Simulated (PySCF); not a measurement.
Mg (magnesium, neutral) across methods

[Ne] 3d2, high-spin 3F determinant (an excited configuration). Computed with PySCF 2.14 in aug-cc-pVTZ (6s5p3d2f, 50 functions), with no relativity, point nucleus.

| method | E (hartree) | mean ε 2p α (eV) | mean ε 2p β (eV) | mean ε 3d α (eV) | Σ⟨r²⟩ (bohr²) | ⟨S²⟩ |
| --- | --- | --- | --- | --- | --- | --- |
| UHF | -199.12157 | -70.615 | -70.613 | -1.969 | 72.01 | 2.000 |
| PBE0 | -199.4693 | -59.630 | -59.617 | -1.386 | 70.61 | 2.000 |
| PBE | -199.4569 | -55.569 | -55.552 | -1.104 | 70.02 | 2.000 |
| LDA | -198.6201 | -55.685 | -55.673 | -0.973 | 70.33 | 2.000 |
| TPSS | -199.6006 | -55.953 | -55.939 | -1.064 | 70.71 | 2.000 |
| B3LYP | -199.5891 | -58.974 | -58.968 | -1.269 | 69.74 | 2.000 |
| r2SCAN | -199.5491 | -56.957 | -56.954 | -1.003 | 70.99 | 2.000 |
| wB97X-V | -199.5105 | -61.740 | -61.733 | -2.165 | 69.96 | 2.000 |

The outer electron is Rydberg-like, and this basis confines it to a smaller radius and binds it less than a complete one would.
